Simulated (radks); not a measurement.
The erbium ion Er+ inside a hard spherical wall (all orbitals vanish at R), configuration held at [Xe] 4f12 6s1 and not refilled when levels cross. Method: scalar-relativistic Kohn-Sham, LDA (Slater exchange, VWN5 correlation), spin-unpolarised, spherical densities, point nucleus; computed with a radial shooting solver on a logarithmic mesh with Libxc functionals. Eigenvalues in eV, with the zero of energy where the potential of the charges vanishes at infinity; a dash marks a level that is unbound or too diffuse for the functional's potential to be trusted. A positive occupied level is held by the wall or, in an anion where self-interaction has pushed it up, behind a barrier. The pressure on the wall is -dE/dV.

R (bohr)  E (hartree)  kinetic (hartree)    e(5s)    e(5p)    e(4f)   e(6s)  e(5d, empty)  e(6p, empty)  pressure (GPa)
free      -13077.8960          14177.021  -58.771  -33.254  -10.031  -9.330        -6.943        -5.618               0
20        -13077.8960          14177.021  -58.771  -33.254  -10.031  -9.330        -6.943        -5.618        < 0.0001
15        -13077.8960          14177.021  -58.771  -33.254  -10.031  -9.330        -6.943        -5.618        < 0.0001
12        -13077.8960          14177.021  -58.770  -33.252  -10.030  -9.329        -6.942        -5.608        0.000289
10        -13077.8958          14177.023  -58.757  -33.239  -10.017  -9.316        -6.928        -5.543         0.00644
6         -13077.8654          14177.213  -58.060  -32.567   -9.318  -8.127        -6.091        -2.941            2.32
5         -13077.7970          14177.535  -57.230  -31.785   -8.444  -5.957        -4.891         0.800            11.1
2.5       -13073.6249          14195.074  -39.092  -12.036   13.215  64.551        25.802        89.661            3270
2         -13064.9894          14227.027  -13.982   17.979   39.375  159.71        66.879        196.28           18100
